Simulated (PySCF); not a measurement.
Vertical excitations of a molecule C2H5FO2Si from TDA-LC-ωPBE/def2-SVPD (PySCF), as energy in eV (oscillator strength): 4.37 (0.001), 7.51 (0.108), 8.18 (0.010), 8.87 (0.044), 9.05 (0.044), 9.09 (0.017), 9.19 (0.138), 9.21 (0.023), 9.42 (0.024), 9.55 (0.044). Lowest triplet (TDA): 3.72 eV. Coordinates come from a B3LYP-D3(BJ)/def2-SVP optimisation. One conformer was computed; it need not be the lowest.

**Question.** Which structure fits?
A) FC[SiH]1OCO1
B) O[C@@H]1CO[Si@@H]1F
C) O=CC[Si@H](O)F
D) O=C[Si@@H](F)CO

**Answer.** C, O=CC[Si@H](O)F
